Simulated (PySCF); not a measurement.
Molecule: `CC(C)S(=O)(=O)O`, C₃H₈O₃S.

Mapped SMILES: `[CH3:1][CH:2]([CH3:3])[S:4](=[O:5])(=[O:6])[OH:7]` (H(Xn): hydrogen on atom n).

Geometry PBE0-D3(BJ)/def2-SVP throughout; GIAO in PySCF 2.14.0 with density-fitted response routines, gas phase, one conformer, non-relativistic; equivalent atoms averaged; functional PBE0.

For orientation, def2-TZVP gives these shifts δ (against TMS, CS2, H2O at the same level): C2 61.4, C1/C3 17.1, S4 386.9, O5/O6 228.9, O7 206.5, H(C2) 3.06, H(C1)/H(C3) 1.38, H(O7) 4.30 ppm.

A run gave: C2 61.1, C1/C3 17.2, S4 312.8, O5/O6 213.1, O7 192.4, H(C2) 2.65, H(C1)/H(C3) 1.25, H(O7) 3.42 ppm (shifts δ (against TMS, CS2, H2O at the same level)).

Which basis set was used in that run?
A. 6-31G*
B. pcSseg-0
C. cc-pVDZ
D. 6-311+G(2d,p)
E. def2-SVP

Results:

C. S4 tells them apart best: cc-pVDZ gives 312.8, pcSseg-0 gives 371.0, 6-311+G(2d,p) gives 371.8, def2-SVP gives 340.4, 6-31G* gives 322.5 ppm.
